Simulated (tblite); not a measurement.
Species: CH12N2SSi3.
Atom-mapped SMILES: `[CH3:1][NH:2][Si@H:3]([SH:4])[N:5]([SiH3:6])[SiH3:7]` (hydrogens: H8, H9, H10 on C1; H11 on N2; H12 on Si3; H13 on S4; H14, H15, H16 on Si6; H17, H18, H19 on Si7)

Computed with GFN2-xTB (tblite), gas phase: L-BFGS steps from a force-field or distance-geometry start until the largest atomic force falls under 0.01 eV/Å.

Step 69: E = -616.5613 eV
```
atom  x, y, z in Å  |  force x, y, z in eV/Å
C1      2.9234   -0.3515    0.4760   -0.007   0.036  -0.004
N2      1.4830   -0.4150    0.5341   -0.097  -0.049   0.107
Si3     0.4420    0.0356   -0.7455    0.025  -0.015  -0.014
S4      0.9815    2.0441   -1.3107   -0.009  -0.021   0.020
N5     -1.1964   -0.0756   -0.1788    0.039  -0.002  -0.018
Si6    -1.5679    0.1845    1.5029   -0.012  -0.005  -0.008
Si7    -2.3858   -0.4285   -1.4060    0.002   0.009  -0.002
H8      3.3710   -1.3187    0.2339   -0.004  -0.023  -0.034
H9      3.2048    0.3609   -0.2947    0.031   0.030   0.006
H10     3.3268   -0.0144    1.4333   -0.009   0.007   0.008
H11     1.1515   -1.0983    1.1985    0.029   0.039  -0.058
H12     0.5656   -0.7021   -1.9989    0.026   0.004  -0.005
H13     0.7873    2.6027   -0.1246   -0.007  -0.035  -0.024
H14    -0.8740    1.3869    1.9701    0.025  -0.007   0.012
H15    -1.1415   -0.9864    2.2846   -0.001   0.029  -0.023
H16    -3.0118    0.3604    1.5959   -0.022   0.001   0.010
H17    -2.2260    0.5285   -2.5004   -0.007  -0.007   0.002
H18    -2.1371   -1.7946   -1.8774   -0.020   0.017  -0.003
H19    -3.7063   -0.3092   -0.7998    0.018  -0.006   0.028
```

Step 70: E = -616.5618 eV
```
atom  x, y, z in Å  |  force x, y, z in eV/Å
C1      2.9240   -0.3472    0.4777   -0.037  -0.013   0.026
N2      1.4817   -0.4203    0.5329   -0.017  -0.051   0.117
Si3     0.4429    0.0325   -0.7471    0.018  -0.037  -0.022
S4      0.9848    2.0393   -1.3091   -0.002  -0.002   0.006
N5     -1.1950   -0.0769   -0.1802    0.026   0.005  -0.013
Si6    -1.5660    0.1864    1.5005   -0.032  -0.004   0.026
Si7    -2.3867   -0.4264   -1.4055   -0.002  -0.001  -0.022
H8      3.3782   -1.3144    0.2390   -0.030   0.035  -0.028
H9      3.2014    0.3659   -0.2940    0.033   0.018   0.017
H10     3.3243   -0.0065    1.4366   -0.033  -0.003  -0.034
H11     1.1517   -1.1095    1.1923    0.042   0.050  -0.065
H12     0.5630   -0.7055   -2.0009    0.029   0.006  -0.005
H13     0.7860    2.5964   -0.1235   -0.007  -0.030  -0.017
H14    -0.8699    1.3876    1.9700    0.018  -0.016   0.002
H15    -1.1429   -0.9854    2.2834    0.001   0.032  -0.027
H16    -3.0109    0.3633    1.5970    0.003   0.003   0.003
H17    -2.2293    0.5313   -2.5000   -0.005  -0.009   0.008
H18    -2.1408   -1.7927   -1.8784   -0.017   0.020  -0.004
H19    -3.7062   -0.3088   -0.7980    0.012  -0.002   0.033
```

Problem. Estimate the geometry and energy of step 71. (The exact step hangs on the optimiser's Hessian estimate; all steps are aligned on step 70, rigid shifts and turns removed.)

Solution. E = -616.5624 eV, largest force 0.093 eV/Å
```
atom  x, y, z in Å  |  force x, y, z in eV/Å
C1      2.9234   -0.3460    0.4780   -0.027  -0.036   0.029
N2      1.4810   -0.4188    0.5349   -0.003  -0.033   0.087
Si3     0.4445    0.0317   -0.7479    0.008  -0.043  -0.013
S4      0.9832    2.0384   -1.3090    0.008   0.003  -0.016
N5     -1.1932   -0.0770   -0.1814    0.005   0.005  -0.003
Si6    -1.5659    0.1869    1.4990   -0.031   0.007   0.031
Si7    -2.3863   -0.4258   -1.4053   -0.002  -0.006  -0.025
H8      3.3768   -1.3139    0.2388   -0.033   0.047  -0.028
H9      3.2020    0.3672   -0.2933    0.025   0.016   0.021
H10     3.3240   -0.0071    1.4372   -0.028   0.002  -0.030
H11     1.1524   -1.1107    1.1915    0.033   0.038  -0.050
H12     0.5636   -0.7066   -2.0012    0.032   0.003  -0.008
H13     0.7851    2.5934   -0.1233   -0.010  -0.021   0.000
H14    -0.8688    1.3873    1.9705    0.013  -0.021  -0.004
H15    -1.1428   -0.9844    2.2818    0.002   0.024  -0.023
H16    -3.0111    0.3637    1.5977    0.014   0.003  -0.003
H17    -2.2305    0.5315   -2.5000   -0.003  -0.006   0.004
H18    -2.1418   -1.7922   -1.8784   -0.015   0.019  -0.005
H19    -3.7054   -0.3086   -0.7971    0.010   0.000   0.035
```

The energy changes by -0.0006 eV. The first-order estimate −F·Δx gives -0.0007 eV and the mean of the old and new forces, exact on a quadratic surface, -0.0006 eV. The step makes an angle of 64° with the force vector and moves no atom by more than 0.003 Å.

The cost below is that of the whole relaxation. The run took 6.5 s wall, 4.8 s CPU on Intel Xeon at 2.50 GHz, one thread, no GPU, shared host with 64 logical CPUs at a one-minute load of 60.
